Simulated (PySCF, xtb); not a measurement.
MgHI, SMILES [MgH][I].

Harmonic wavenumbers (cm⁻¹) from GFN2-xTB (xtb) at its own minimum, in rising order: 164, 164, 358, 1538.

Question: What does B3LYP-D3(BJ)/def2-TZVP (PySCF) give at its own minimum? (The exact figures need the calculation; the answer reports its results.)

Answer: 306, 306, 324, 1669. Paired by order, the mean absolute difference is 112 cm⁻¹ and the zero-point energies are 3.2 and 3.7 kcal/mol.
